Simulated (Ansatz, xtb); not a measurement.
OSSe: which of two structures lies lower

Structure X is a triplet given by its coordinates and structure Y is `O=[Se]=S`, a singlet. Both are isolated molecules in the gas phase, relaxed with r2SCAN-D4/def2-SVP.

X (Å):

```xyz
3

O    -0.7778    1.2821   -0.7799
S    -0.0764   -0.0120   -0.4162
Se    0.2907    0.1508    1.8276
```

Close contacts (Å): O1–S2 1.52, S2–Se3 2.28.

Y (Å):

```xyz
3

O     0.0311    1.3480   -0.9829
S    -0.0535   -0.0154    1.8231
Se   -0.5478    0.0581   -0.1650
```

Which of the two would you expect CCSD(T)/def2-TZVPP electronic energies to favour?

Structure Y; the calculation gives E(Y) − E(X) = −93.5 kJ/mol.

How the difference moves with the method:

```csv
level,geometry,E(Y) − E(X) (kJ/mol),departure from the last row (kJ/mol),"job, with rough time for the two"
r2SCAN-D4/def2-SVP,r2SCAN-D4/def2-SVP,−76.5,+17.0,"optimisation, 2 min"
HF/def2-TZVPP,r2SCAN-D4/def2-SVP,+84.4,+177.9,part of the CCSD(T) run
MP2/def2-TZVPP,r2SCAN-D4/def2-SVP,−157.1,−63.5,part of the CCSD(T) run
CCSD(T)/def2-TZVPP,r2SCAN-D4/def2-SVP,−93.5,,"single point, 73 s"
```

HF/def2-TZVPP puts the two in the other order. The largest departure from CCSD(T)/def2-TZVPP is that of HF/def2-TZVPP, 177.9 kJ/mol. At CCSD(T)/def2-TZVPP a singlet with the links of X lies below this triplet. Levels run at GFN2-xTB geometries aren't shown.

With harmonic frequencies from r2SCAN-D4/def2-SVP (ideal gas, rigid rotor, one conformer each, 298.15 K, 1 atm): on the last row, ΔE + ΔZPE = −92.3, ΔH = −93.3, ΔG = −87.3 kJ/mol.

The T1 diagnostic of structure Y is large, so the coupled-cluster value is less sure. Open shells are spin-unrestricted. The correlated steps freeze 15 core orbitals; the filled d shell of Se is correlated, in a basis made for valence electrons. ΔG holds the spin degeneracy. Programs: Ansatz 0.2.0; the last row on 1 thread of Arm Neoverse V1 on a shared host.
